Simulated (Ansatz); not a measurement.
A nudged elastic band was laid between two geometries of ClF2GeH + H2S (8 atoms, charge 0, multiplicity 1).

Theory: RKS BLYP-D4/def2-SVP in Ansatz.

| Property | Result |
| --- | --- |
| movable images | 5 |
| climbing image | yes |
| spring | 5.0 eV/Å² |
| optimiser | quadratic models (default) |
| start path | through a guess of the saddle point |
| force threshold | 0.05 eV/Å |
| iteration limit | 60 |
| end points | relaxed |

Initial state:

```xyz
8
Properties=species:S:1:pos:R:3
Ge -0.123 0.178 -0.158
F -0.296 0.159 1.587
H 1.344 0.135 -0.605
F -0.818 1.716 -0.619
Cl -1.421 -1.348 -0.981
S 1.419 -2.698 1.244
H 0.254 -3.232 0.782
H 0.752 -1.938 2.158
```

Final state:

```xyz
8
Properties=species:S:1:pos:R:3
Ge 0.035 -0.581 -0.377
F 1.080 0.223 2.258
H 1.181 0.431 -0.546
F -1.369 0.125 0.401
Cl -0.705 -1.227 -2.325
S 0.648 -2.414 0.819
H -0.635 -2.879 0.876
H 0.878 -0.705 2.301
```

(1) What changes between the two ends?

(2) Give the energies along the band, and the barrier.

(3) What is the geometry of the highest image?

(4) What are the harmonic wavenumbers there?

The band took 12 iterations and of the order of 5 core-minutes.

Answers

(1) Bonds broken: Ge1–F2, S6–H8. Bonds formed: Ge1–S6, F2–H8. ClF2GeH + H2S becomes ClFGeH2S + FH.

(2) The run converged. The highest image is number 3 of 0 to 6, 1.06 eV above the first end and 0.77 eV above the last; the last end lies 0.29 eV above the first. A vibrational analysis at the climbing image gives one clearly imaginary mode, 492i cm⁻¹: a first-order saddle point. The orbitals stay closed-shell, which can raise the energy where a bond breaks towards radicals; this wasn't checked here.

| image | path coordinate (Å) | energy (eV) | Ge1–F2 (Å) | S6–H8 (Å) | Ge1–S6 (Å) |
| --- | --- | --- | --- | --- | --- |
| 0 | 0.00 | 0.00 | 1.75 | 1.36 | 3.55 |
| 1 | 0.64 | 0.06 | 1.76 | 1.36 | 3.36 |
| 2 | 1.28 | 0.46 | 1.81 | 1.39 | 2.91 |
| 3 | 1.91 | 1.06 | 2.05 | 1.66 | 2.55 |
| 4 | 2.75 | 0.65 | 2.63 | 2.03 | 2.34 |
| 5 | 3.58 | 0.34 | 2.96 | 2.22 | 2.27 |
| 6 | 4.41 | 0.29 | 2.95 | 2.27 | 2.27 |

(3) 
```xyz
8
Properties=species:S:1:pos:R:3
Ge 0.116 -0.300 -0.143
F 0.110 -0.051 1.891
H 1.464 0.259 -0.646
F -0.971 1.086 -0.098
Cl -1.096 -1.511 -1.527
S 1.069 -2.369 0.997
H -0.127 -3.021 0.971
H 0.547 -1.122 1.961
```

(4) 492i, 25, 155, 208, 230, 282, 346, 378, 423, 554, 631, 670, 740, 854, 1068, 1379, 2098, 2596 cm⁻¹.

Run time: 78 s on 4 threads of Arm Neoverse V1, on a shared host, peak memory 0.17 GiB.
